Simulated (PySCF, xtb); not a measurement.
FH7Si3, SMILES F[SiH2][SiH2][SiH3].

xtb 6.7.1 with GFN2-xTB at its own geometry gives an orbital gap of 3.90 eV and a dipole moment of 1.66 D.

Geometry optimised at B3LYP-D3(BJ)/def2-SVP. One conformer was computed; it need not be the lowest.

What does PySCF with PBE/def2-TZVP give? (The exact figures need the calculation; the answer reports its results.)

gap 5.16 eV (levels -6.92 and -1.76 eV), dipole 1.24 D.
